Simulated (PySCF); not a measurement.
These 3 structures share the formula C2H7NOSi. Level of theory: PySCF 2.14.0, PBE0-D3(BJ)/def2-SVP geometry optimisation, gas phase. Energies are electronic, without zero-point or thermal terms, for one conformer each. No frequencies were run at this level. Point groups hold within 0.08 Å.

Task: Rank from lowest to highest electronic energy at this level (kcal/mol).
A. `[CH3:1][C:2](=[O:3])[SiH2:4][NH2:5]` with C1–C2–Si4–N5 -6°, C2–Si4–N5–H -81° and 128°
B. `[CH3:1]/[CH:2]=[N:3]\[SiH2:4][OH:5]` with C2–N3–Si4–O5 -137°, N3–Si4–O5–H -40°
C. `[CH3:1][C:2](=[O:3])[NH:4][SiH3:5]` with C1–C2–N4–Si5 -179°

Result: C (0.0), B (3.6), A (19.3).

As drawn, the lowest has a C(=O)–N unit, which the highest lacks; the highest has an Si–C bond, which the lowest lacks.

```csv
SMILES,E (Eh),E rel (kcal/mol),dipole (D),point group,"A, B, C (MHz)"
CC(=O)N[SiH3],-499.32866,0.0,3.51,near Cs,"9789, 2404, 2001"
C/C=N\[SiH2]O,-499.32295,3.6,2.37,C1,"11048, 1971, 1831"
CC(=O)[SiH2]N,-499.29782,19.3,3.81,–,"6591, 2635, 1969"
```

Task: How do the relative energies change in single points at PBE0/pcSseg-1 (no added dispersion term) on the same geometries?

Result: 
```csv
SMILES,PBE0-D3(BJ)/def2-SVP (kcal/mol),PBE0/pcSseg-1 (kcal/mol),shift
CC(=O)N[SiH3],0.0,0.0,0.0
C/C=N\[SiH2]O,3.6,1.6,-2.0
CC(=O)[SiH2]N,19.3,17.4,-1.9
```

Each column counts from its own lowest isomer. The order is unchanged; the largest shift is 2.0 kcal/mol.

Task: As an exercise, what shares would exp(−E/RT) give at 2000 K from these electronic energies alone (no entropy, no degeneracies)?

Result: RT = 3.974 kcal/mol: CC(=O)N[SiH3] 70.7 %, C/C=N\[SiH2]O 28.7 %, CC(=O)[SiH2]N 0.5 %.
